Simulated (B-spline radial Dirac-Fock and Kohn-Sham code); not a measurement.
## K-line shifts caused by a second vacancy in Re⁺

System: the Re⁺ ion, configuration [Xe] 4f14 5d5 6p1 (not the ground configuration).

Model: Dirac-Fock energy differences between relaxed states, corrected for Breit and QED terms. Program: a radial B-spline solver. Each two-hole energy is an average over J within one jj subconfiguration, not an observable level; in light atoms, where LS coupling holds, the j-resolved values are not observed lines, and for a K spectator the Kα1 hypersatellite is nearly forbidden. Electron correlation is not included.

Lines without a spectator: Kα2 (K-L2) 59713.3 eV, Kα1 (K-L3) 61136.7 eV, Kβ3 (K-M2) 68987.3 eV, Kβ1 (K-M3) 69300.2 eV. Shifts in eV with one spectator hole (a dash: not computed, or left out as unreliable):

```tsv
spectator hole	Kα2	Kα1	Kβ3	Kβ1
K (1s)	+1001.3	+1079.3	+1296.9	+1315.1
L2 (2p1/2)	+128.4	+173.6	–	+328.5
L3 (2p3/2)	+95.7	+105.5	+245.1	–
M2 (3p1/2)	–	+27.56	+52.6	+62.4
M3 (3p3/2)	+14.78	–	+44.2	+44.8
M4 (3d3/2)	+4.96	+1.57	–	–
M5 (3d5/2)	-0.52	+3.61	–	–
```
